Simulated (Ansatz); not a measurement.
Breaking the Se3–H4 bond in FHSeTe (SMILES F[Te][SeH]) (multiplicity 1 held, fragments rigid). Energies count from the point at 1.477 Å.
Geometry at that point (charge 0, multiplicity 1):
```xyz
4

Te     0.4218     0.2981     0.7323
F      1.5858     1.3313    -0.4238
Se    -1.0581    -0.7511    -0.9716
H     -0.2320    -1.9480    -1.2318
```

Restricted levels (R-, RO-) in cc, def2 and unpolarised 6-31G sets keep to the state of the molecule at rest. Active spaces are followed from a long bond inwards. Curves can end on different states.

Correlated levels freeze the cores. Filled d and f shells under p-block atoms count as core.

Codes used: Ansatz (a quantum-chemistry and plane-wave program). Each number belongs to the level named beside it. In def2 rows elements past Kr take small-core potentials, without spin–orbit coupling.

Q: Predict the energy at R = 4.728 Å from R-r2SCAN/def2-TZVPP.

A: 4.27 eV

Q: What energy at R = 4.728 Å does FIC-MRCISD+Q on CASSCF(4,3)/def2-TZVPP give?

A: 3.11 eV

Q: Predict the energy at R = 4.728 Å from CASSCF(4,3)/def2-TZVPP.

A: 2.87 eV

Doubts at one or more of the structures used: a restricted determinant that unrestricted orbitals would lower (R-r2SCAN/def2-TZVPP); active orbitals that take no part (CASSCF(4,3)/def2-TZVPP, FIC-MRCISD+Q on CASSCF(4,3)/def2-TZVPP).
